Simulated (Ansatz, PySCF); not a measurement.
Gas-phase reaction in SMILES: [F][Sb][F] → [F][Sb][F] as singlet, charge -1 (an electron is taken up)
Each molecule is optimised on its own at B3LYP-D3(BJ)/def2-TZVP (Ansatz, a first-principles code).
Geometry of the first species:
```xyz
3

Sb    -0.1525    -0.1203     0.2760
F     -0.4218     1.4749    -0.7593
F      1.2858    -0.7931    -0.8046
```
Charge 0, spin multiplicity 2.

Property: adiabatic electron affinity (electronic energy difference), positive where the reaction releases energy, in eV. Correlated levels leave the core frozen unless marked. UHF or UKS for open shells. No spin-orbit coupling. The frozen core is the preceding noble-gas configuration, with the filled d and f shells of earlier blocks. Past Kr the def2 sets carry scalar-relativistic core potentials. Anions need diffuse functions: def2-D sets add few; the other sets have none. CBS marks a two-point X^-3 extrapolation of the correlation energy; Hartree-Fock from the larger set. [CCSD(T)-MP2]/basis is that difference in the basis named.

```json
[
 {"level": "HF/def2-QZVPP", "program": "Ansatz", "adiabatic electron affinity (eV)": "0.36"},
 {"level": "SVWN5/def2-TZVPD", "program": "Ansatz", "adiabatic electron affinity (eV)": "1.38"},
 {"level": "TPSS-D4/def2-TZVPD", "program": "PySCF + dftd4", "adiabatic electron affinity (eV)": "1.22"},
 {"level": "PBE0-D4/def2-TZVPD", "program": "Ansatz + dftd4", "adiabatic electron affinity (eV)": "1.22"}
]
```

**Question.** What does RI-MP2/CBS(def2-TZVPPD,def2-QZVPPD)+[CCSD(T)-MP2]/def2-TZVPPD (Ansatz) give?

**Answer.** 1.36 eV
